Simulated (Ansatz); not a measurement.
Compare A (`C=CN(C)[SiH3]`) with its isomer B (`C=C([SiH3])NC`).

Calculated with Ansatz (gas phase, PBE0-D4/def2-TZVP geometries, no zero-point term in ΔE). CCSD(T)/CBS adds triple-zeta CCSD(T) − MP2 to the extrapolated MP2 energy (def2 sets, frozen cores). DFT in def2-TZVPP. Each species was taken in one conformer, which may not be the lowest.

Q: Which is lower in electronic energy at CCSD(T)/CBS, and by how much? (An estimate is asked.)

A: Computed: A, by 62.7 kJ/mol.

Q: Give E(B) − E(A) in kJ/mol with PBE-D4, HF/def2-TZVPP, CCSD/def2-TZVPP, ωB97M-V, B2PLYP, CCSD(T)/def2-TZVPP, r2SCAN-D4. (Estimate.)

A: Computed: PBE-D4 51.3, HF/def2-TZVPP 69.6, CCSD/def2-TZVPP 64.4, ωB97M-V 60.2, B2PLYP 63.2, CCSD(T)/def2-TZVPP 62.9, r2SCAN-D4 58.2. None reverses the order clearly.

Largest T1 diagnostic: 0.012.

From PBE to PBE0 (25 % exact exchange), in def2-TZVPP and without D4, E(B) − E(A) moves by +4.3 kJ/mol.
